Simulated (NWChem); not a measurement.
System: SiBr$_{2}$, singlet; SMILES Br[Si]Br

The following NWChem deck was run.

```
start job
memory heap 200 mb stack 900 mb global 1100 mb
geometry units angstroms noautosym nocenter noautoz
  Si     0.000000     0.000000     1.190673
  Br     1.777981     0.000000    -0.233110
  Br    -1.777981     0.000000    -0.233110
end
basis spherical
  Si library 6-31g*
  Br library 6-31g*
end
dft
  xc pbe0
  iterations 150
end
cosmo
  do_cosmo_smd true
  solvent acetone
end
task dft energy
```

Parts of the log:

```
             Northwest Computational Chemistry Package (NWChem) 7.3.0
             --------------------------------------------------------

                             Geometry "geometry" -> ""
                             -------------------------

 Output coordinates in angstroms (scale by  1.889725989 to convert to a.u.)

  No.       Tag          Charge          X              Y              Z
 ---- ---------------- ---------- -------------- -------------- --------------
    1 Si                  14.0000     0.00000000     0.00000000     1.19067300
    2 Br                  35.0000     1.77798100     0.00000000    -0.23311000
    3 Br                  35.0000    -1.77798100     0.00000000    -0.23311000

 Effective nuclear repulsion energy (a.u.)     409.9702879974

                                 NWChem DFT Module
                                 -----------------

 Summary of "ao basis" -> "ao basis" (spherical)
 ------------------------------------------------------------------------------
       Tag                 Description            Shells   Functions and Types
 ---------------- ------------------------------  ------  ---------------------
 Si                          6-31g*                  8       18   4s3p1d
 Br                          6-31g*                 12       32   5s4p3d

 in cosmo_initialize ...
 calling solv_data for solv:acetone

 solvent parameters
 solvname_short: acetone
 solvname_long:  acetone
 dielec:       20.4930
 dielecinf:     1.8463
 nonaqueous SMD model solvent descriptors
 dielec:       20.4930
 sola:          0.0400
 solb:          0.4900
 solc:          0.0000
 solg:         33.7700
 solh:          0.0000
 soln:          1.3588

          ---------------
          -cosmo- solvent
          ---------------
 Cosmo: York-Karplus, doi: 10.1021/jp992097l
 dielectric constant -eps-     =  20.49
 screen = (eps-1)/(eps    )    =   0.95120
 surface charge correction     = lagrangian

   van der Waals surface
 --------------------------

[...]

                                COSMO-SMD solvation results
                                ---------------------------

             internal energy in gas <Psi(g)|H|Psi(g)> =     -5436.513377948899
         internal energy in solvent <Psi(s)|H|Psi(s)> =     -5436.513125740800
                               delta internal energy  =         0.000252208099 (    0.16 kcal/mol)
   total free energy in solvent <Psi(s)|H+V/2|Psi(s)> =     -5436.515211365373
 polarization energy contribution <Psi(s)|V/2|Psi(s)> =        -0.002085624572 (   -1.31 kcal/mol)
    total free energy in solvent including G(SMD-CDS) =     -5436.521161818971
                       G(SMD-CDS) energy contribution =        -0.005950453599 (   -3.73 kcal/mol)
     1 M fixed-concentration free energy of solvation =        -0.007783870073 (   -4.88 kcal/mol)

                       DFT Final Molecular Orbital Analysis
                       ------------------------------------

 Vector   40  Occ=2.000000D+00  E=-3.232259D-01
              MO Center=  1.0D-07, -3.3D-08, -2.0D-01, r^2= 4.6D+00
   Bfn.  Coefficient  Atom+Function         Bfn.  Coefficient  Atom+Function
  ----- ------------  ---------------      ----- ------------  ---------------
    30      0.551838  2 Br py                62     -0.551837  3 Br py
    34      0.256140  2 Br py                66     -0.256140  3 Br py
    26     -0.248073  2 Br py                58      0.248073  3 Br py
    22      0.074368  2 Br py                54     -0.074368  3 Br py
    14      0.047140  1 Si d -2

 Vector   41  Occ=2.000000D+00  E=-3.096875D-01
              MO Center=  2.3D-07,  1.2D-08, -1.7D-01, r^2= 4.8D+00
   Bfn.  Coefficient  Atom+Function         Bfn.  Coefficient  Atom+Function
  ----- ------------  ---------------      ----- ------------  ---------------
    29      0.459471  2 Br px                61      0.459471  3 Br px
    31      0.341324  2 Br pz                63     -0.341324  3 Br pz
    33      0.207029  2 Br px                65      0.207029  3 Br px
    25     -0.204085  2 Br px                57     -0.204085  3 Br px
    27     -0.153080  2 Br pz                59      0.153080  3 Br pz

 Vector   42  Occ=2.000000D+00  E=-2.779035D-01
              MO Center=  1.7D-08, -1.4D-08,  7.4D-01, r^2= 4.3D+00
   Bfn.  Coefficient  Atom+Function         Bfn.  Coefficient  Atom+Function
  ----- ------------  ---------------      ----- ------------  ---------------
    10      0.459481  1 Si s                 31     -0.413196  2 Br pz
    63     -0.413196  3 Br pz                 6      0.375096  1 Si s
     9      0.324724  1 Si pz                35     -0.218150  2 Br pz
    67     -0.218150  3 Br pz                27      0.183041  2 Br pz
    59      0.183041  3 Br pz                 2     -0.170119  1 Si s

 Vector   43  Occ=0.000000D+00  E=-1.134729D-01
              MO Center= -1.8D-09,  1.0D-08,  1.0D+00, r^2= 3.3D+00
   Bfn.  Coefficient  Atom+Function         Bfn.  Coefficient  Atom+Function
  ----- ------------  ---------------      ----- ------------  ---------------
     8      0.626622  1 Si py                12      0.513423  1 Si py
    30     -0.252842  2 Br py                62     -0.252842  3 Br py
     4     -0.222322  1 Si py                34     -0.197159  2 Br py
    66     -0.197159  3 Br py                26      0.110278  2 Br py
    58      0.110278  3 Br py                46     -0.034388  2 Br d -2

[...]
```

Level: PBE0/6-31G* (spherical d), SMD on the gas-phase geometry. Low-valent species are run as closed-shell singlets; no triplet was tried in these runs. All runs use the structure optimised with PBE-D3(BJ)/def2-SVP. Solvent: acetone.
